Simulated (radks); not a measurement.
Question: These are the eigenvalues of the occupied orbitals of an atom or ion with whole-number occupations (Ry). Method: scalar-relativistic Kohn-Sham, SCAN, spin-polarised, spherical densities, finite nucleus; meta-GGA in the generalised Kohn-Sham scheme; Fermi nuclear charge, rms radius of each element as measured or else 0.836 A^(1/3) + 0.57 fm; computed with a radial shooting solver on a logarithmic mesh with Libxc functionals.

1s: -5400.838
2s: -1045.100
2p: -928.3501
3s: -337.5315
3p: -302.7690
3d: -264.3166
4s: -154.0940
4p: -141.1399

Which element is it, and in what charge state? The configuration may be excited. Open shells, if any, are filled with parallel spins first.

Answer: Z = 75, rhenium, charge +39: Re39+ in [Kr]. The list shows which subshells hold electrons but not how many an open one holds; the 1s level, -2700.4 hartree, gives Z - s = 73.5 by -(Z - s)^2/2, which with screening and relativity narrows Z to a few neighbours, and the depths of the outer levels then fix element, charge and occupations together.
